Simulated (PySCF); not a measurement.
AlGeH5O2S, SMILES [OH][Al]([OH])[S][GeH3].

Coordinates come from a B3LYP-D3(BJ)/def2-SVP optimisation. The structure was generated by enumeration; whether it is a known compound was not checked. One conformer was computed; it need not be the lowest.

All values below come from TDDFT-PBE/def2-SVPD (PySCF 2.14.0).

Vertical excitations.  State labels are in the subgroup Cs.

Task: List the lowest excited states. (An estimate is asked for; the answer gives what the named calculation found.)

Result: 
| state | symmetry | energy (eV) | λ (nm) | f | main pairs |
|---|---|---|---|---|---|
| S1 | A" | 4.69 | 264 | 0.014 | HOMO→LUMO 99 % |
| S2 | A" | 5.22 | 238 | 0.004 | HOMO→LUMO+1 98 % |
| S3 | A' | 5.81 | 214 | 0.019 | HOMO−1→LUMO 80 %, HOMO→LUMO+2 18 % |
| S4 | A" | 5.97 | 208 | 0.000 | HOMO−2→LUMO 100 % |
| S5 | A' | 6.06 | 205 | 0.086 | HOMO→LUMO+2 69 %, HOMO−1→LUMO 17 % |
| S6 | A" | 6.20 | 200 | 0.002 | HOMO→LUMO+3 99 % |
| S7 | A" | 6.32 | 196 | 0.001 | HOMO→LUMO+4 98 % |
| S8 | A' | 6.33 | 196 | 0.015 | HOMO−3→LUMO 68 %, HOMO−1→LUMO+1 28 % |
| S9 | A' | 6.40 | 194 | 0.035 | HOMO−1→LUMO+1 60 %, HOMO−3→LUMO 25 % |
| S10 | A" | 6.41 | 193 | 0.000 | HOMO−2→LUMO+1 97 % |
| T1 | A" | 4.47 | 278 | 0 | HOMO→LUMO 99 % |
| T2 | A" | 4.90 | 253 | 0 | HOMO→LUMO+1 99 % |
| T3 | A' | 5.43 | 229 | 0 | HOMO→LUMO+2 80 %, HOMO−1→LUMO 17 % |
| T4 | A' | 5.58 | 222 | 0 | HOMO−1→LUMO 81 %, HOMO→LUMO+2 16 % |
Triplets are in the Tamm–Dancoff approximation, which puts them higher than full response would, so one can lie above its singlet here.
